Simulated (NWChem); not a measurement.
System: ZnHOF; SMILES [OH][Zn][F]

NWChem input:

```
start job
memory heap 200 mb stack 900 mb global 1100 mb
geometry units angstroms noautoz
  Zn    -0.219446     0.006286     0.000000
  F     -0.071395    -1.732033     0.000000
  O     -0.522740     1.754854     0.000000
  H      0.314109     2.256397     0.000000
end
basis spherical
  * library def2-tzvp
end
dft
  xc m06-2x
  iterations 150
  vectors input atomic output neutral.movecs
end
task dft energy
charge 1
dft
  odft
  mult 2
  vectors input atomic output cation.movecs
end
task dft energy
```

Structure relaxed at the PBE-D3(BJ)/def2-SVP level.

Ions are spin-unrestricted doublets at the neutral geometry; other ion states weren't tried.

Q: Give the results of this calculation. (M06-2X/def2-TZVP, vertical spin-unrestricted ions.) Quantities: vertical ionisation energy, ΔSCF (eV); −ε(HOMO) (eV).

A: 
```
Property                               Value
-------------------------------------  -----
vertical ionisation energy, ΔSCF (eV)  11.74
−ε(HOMO) (eV)                          10.59
```
